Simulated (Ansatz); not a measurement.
Coupled-cluster run, H₇NOSSi₂, SMILES `N[SiH](O)S[SiH3]`.

```yaml
crystal:
  periodic: [false, false, false]
  atoms:
    - {symbol: N, position_ang: [-2.292152, -0.698398, 0.657900]}
    - {symbol: Si, position_ang: [-0.657050, -0.606441, 0.194777]}
    - {symbol: O, position_ang: [0.327317, -0.188778, 1.443436]}
    - {symbol: S, position_ang: [-0.313561, 0.914465, -1.256488]}
    - {symbol: Si, position_ang: [1.807131, 1.092585, -1.027526]}
    - {symbol: H, position_ang: [-2.809681, 0.118690, 0.939536]}
    - {symbol: H, position_ang: [-2.889606, -1.397180, 0.247705]}
    - {symbol: H, position_ang: [-0.314837, -1.946158, -0.341926]}
    - {symbol: H, position_ang: [0.321976, -0.771244, 2.205919]}
    - {symbol: H, position_ang: [2.432366, -0.247867, -0.896280]}
    - {symbol: H, position_ang: [2.171440, 1.932113, 0.137659]}
    - {symbol: H, position_ang: [2.293655, 1.743009, -2.270714]}
basis:
  gaussian: {orbitals: def2-TZVPP}
correlation: {method: ccsd_t}
output: {orbitals: {seedname: orbitals}}
```

```sh
$ ansatz run in.yaml --threads 4 --pin off --events-out ev --progress --plain --max-ram 10444MiB
```

Output of Ansatz, abridged:

```
Functional definition: HF
1656 factors; integrals over basis functions are off by at most 1.3e-3 eV
mean field evaluation 1: about -30173.1030 eV, gradient 4.7e1 eV
mean field evaluation 2: about -30173.4399 eV, gradient 4.8e1 eV
mean field evaluation 4: about -30178.1140 eV, gradient 3.9e0 eV
mean field evaluation 8: about -30178.1860 eV, gradient 3.2e-1 eV
mean field -30178.18644285 eV, -1109.0278962652 hartree, gradient 9.0e-6 eV, S^2 0.000000; 0 other end points of the search recorded, 0 dependent functions left out
17 core orbitals not correlated: weight in the atoms' cores, before any rotation towards them, 1.000 or more for the frozen orbitals, at most 0.000 for the correlated occupied ones
reference -30178.18644285 eV, -1109.0278962652 hartree; 16, 16 occupied and 253, 253 virtual orbitals, 1656 factors
second order -23.94623366 eV of doubles, -0.00000000 eV of singles
cycle   1  -24.68169189 eV  change   -7.4e-1 eV  update   1.0e-1
cycle   2  -25.28836526 eV  change   -6.1e-1 eV  update   3.0e-2
cycle   3  -25.40285000 eV  change   -1.1e-1 eV  update   1.5e-2
cycle   4  -25.39058749 eV  change    1.2e-2 eV  update   3.5e-3
cycle   5  -25.38940327 eV  change    1.2e-3 eV  update   1.6e-3
cycle   6  -25.38974656 eV  change   -3.4e-4 eV  update   4.6e-4
cycle   7  -25.38949249 eV  change    2.5e-4 eV  update   1.7e-4
cycle   8  -25.38945558 eV  change    3.7e-5 eV  update   5.3e-5
cycle   9  -25.38947836 eV  change   -2.3e-5 eV  update   2.1e-5
perturbative correction -0.99604372 eV, -0.0366039315 hartree
Total energy: -30204.57196492 eV, -1109.9975463167 hartree
```

Hardware: 4 threads of an Arm Neoverse V2 on a shared host. Wall time 3.7 min, peak host memory 8 GiB.

Correlation energy per correlated electron: -0.825 eV. T1 diagnostic: 0.0113.
